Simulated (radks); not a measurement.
Valence configurations of Xe2+ (all share [Kr]). Method: scalar-relativistic Kohn-Sham, PBE, spin-unpolarised, spherical densities, finite nucleus; Fermi nuclear charge, rms radius 4.7859 fm; computed with a radial shooting solver on a logarithmic mesh with Libxc functionals. Order these by energy: 4d9.5 5s0.5 5p6; 4d8 5s2 5p6; 4d9 5s2 5p5; 4d10 5p6; 4d9 5s1 5p6; 4d9.5 5s2 5p4.5; 4d10 5s2 5p4; 4d10 5s1 5p5.

Answer. From the lowest, in eV above it: 4d10 5s2 5p4 0.000; 4d10 5s1 5p5 12.734; 4d10 5p6 25.596; 4d9.5 5s2 5p4.5 27.688; 4d9.5 5s0.5 5p6 47.352; 4d9 5s2 5p5 56.756; 4d9 5s1 5p6 70.172; 4d8 5s2 5p6 119.05. NIST lists [Kr] 4d10 5s2 5p4 as the ground configuration; this level of theory agrees among the configurations tried. The energies are those of spherical spin-averaged densities, not of single terms.
